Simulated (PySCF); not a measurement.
Electronic structure of Sb(3+) (antimony, charge +3) at the TPSS level

Configuration: [Kr] 4d10 5s2, closed-shell 1S. Calculation: PySCF 2.14, in x2c-TZVPall; scalar relativity by spin-free X2C-1e.

```json
{
 "Total energy": "-6478.59 hartree",
 "One-electron energy": "-8843.93 hartree",
 "Hartree (Coulomb) energy": "2536.30 hartree",
 "Exchange-correlation energy": "-170.95 hartree",
 "⟨S²⟩": "0.0000",
 "⟨L²⟩": "0.000",
 "Sum of ⟨r⟩": "27.58 bohr",
 "Sum of ⟨r²⟩": "30.04 bohr²",
 "Langevin diamagnetic susceptibility": "-23.8 ×10⁻⁶ cm³/mol",
 "Time after the integrals": "1.6 s of wall time on 1 thread of Neoverse-V2 (shared host)"
}
```

```json
{"shell": "1s", "electrons": "2", "mean orbital energy (hartree)": "-1113.82322", "rms radius, mean of both spins (bohr)": "0.0325"}
{"shell": "2s", "electrons": "2", "mean orbital energy (hartree)": "-170.47661", "rms radius, mean of both spins (bohr)": "0.133"}
{"shell": "2p", "electrons": "6", "mean orbital energy (hartree)": "-153.19617", "rms radius, mean of both spins (bohr)": "0.118"}
{"shell": "3s", "electrons": "2", "mean orbital energy (hartree)": "-34.38770", "rms radius, mean of both spins (bohr)": "0.353"}
{"shell": "3p", "electrons": "6", "mean orbital energy (hartree)": "-28.72674", "rms radius, mean of both spins (bohr)": "0.354"}
{"shell": "3d", "electrons": "10", "mean orbital energy (hartree)": "-20.04914", "rms radius, mean of both spins (bohr)": "0.332"}
{"shell": "4s", "electrons": "2", "mean orbital energy (hartree)": "-6.58681", "rms radius, mean of both spins (bohr)": "0.841"}
{"shell": "4p", "electrons": "6", "mean orbital energy (hartree)": "-4.85290", "rms radius, mean of both spins (bohr)": "0.910"}
{"shell": "4d", "electrons": "10", "mean orbital energy (hartree)": "-2.31415", "rms radius, mean of both spins (bohr)": "1.11"}
{"shell": "5s", "electrons": "2", "mean orbital energy (hartree)": "-1.42307", "rms radius, mean of both spins (bohr)": "2.14"}
```

Densities and radii are taken from the X2C orbitals without a picture-change correction, which distorts them close to the nucleus.
